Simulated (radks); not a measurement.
Task: All-electron atom: neutral technetium in [Kr] 4d5 5s1 5p1 (not the ground configuration). Method: Dirac Kohn-Sham, PBE, spin-unpolarised, spherical densities, finite nucleus; open shells fill j = l - 1/2 first; Fermi nuclear charge, rms radius 4.4112 fm; computed with a radial shooting solver on a logarithmic mesh with Libxc functionals.

Spin-orbit splittings of the eigenvalues, e(l+1/2) - e(l-1/2), with zeta = 2 splitting/(2l+1) and mean radii in bohr:

| shell | occ. | splitting (eV) | zeta (eV) | <r> j=l-1/2 | <r> j=l+1/2 |
|---|---|---|---|---|---|
| 2p | 6 | 118.3 | 78.83 | 0.1271 | 0.1318 |
| 3p | 6 | 19.77 | 13.18 | 0.4090 | 0.4196 |
| 3d | 10 | 3.801 | 1.520 | 0.3970 | 0.4005 |
| 4p | 6 | ? | ? | 1.152 | 1.182 |
| 4d | 5 | 0.2897 | 0.1159 | 1.690 | 1.711 |
| 5p | 1 | 0.1504 | 0.1003 | 4.441 | 4.591 |

Estimate the 4p splitting.

Result: 2.944 eV (zeta = 1.962 eV).
